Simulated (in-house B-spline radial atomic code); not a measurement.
Inner levels of vanadium as electrons are removed. A shift is the extra binding of the orbital against the neutral atom ([Ar] 3d3 4s2). The density at the nucleus is averaged over the nuclear charge. Computed with an all-electron radial atomic-structure program (B-spline basis): Dirac-Hartree-Fock, average of the configuration, finite nuclei.

| ion | configuration | shift of 1s1/2 (eV) | radius of 1s1/2 (bohr) | Σ<r²> (bohr²) | change of density at nucleus (bohr⁻³) |
| --- | --- | --- | --- | --- | --- |
| V16+ | [He] 2s2 2p3 | 718.02 | 0.066081 | 0.43707 | 33.456 |
| V17+ | [He] 2s2 2p2 | 840.84 | 0.065981 | 0.34813 | 76.42 |
| V18+ | [He] 2s2 2p1 | 967.97 | 0.065874 | 0.26626 | 121.32 |
| V19+ | [He] 2s2 | 1099.37 | 0.065759 | 0.19078 | 168.18 |
| V20+ | [He] 2s1 | 1215.87 | 0.065746 | 0.098796 | -303.12 |
| V21+ | 1s2 | 1335.04 | 0.065687 | 0.011557 | -803.47 |
| V22+ | 1s1 | 1725.69 | 0.064601 | 0.0055776 | -5156.36 |
